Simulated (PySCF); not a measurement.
C₃H₅, SMILES [CH]1CC1, multiplicity 2. Geometry optimised at B3LYP-D3(BJ)/def2-TZVP.

Problem. Give the equilibrium geometry at B3LYP-D3(BJ)/def2-TZVP (PySCF confirms it by a frequency run) as a Z-matrix, and its point group. (Estimate from the structure and the level; the computed values follow.)

Solution. point group Cs.
```
C
H 1 1.0855
H 1 1.0858 2 113.67
C 1 1.4623 2 119.08 3 148.65
H 4 1.0784 1 132.35 2 -130.96
C 4 1.4623 5 132.35 1 90.31
H 6 1.0855 4 119.08 5 130.96
H 6 1.0858 7 113.67 4 148.65
```
Charge 0, spin multiplicity 2.
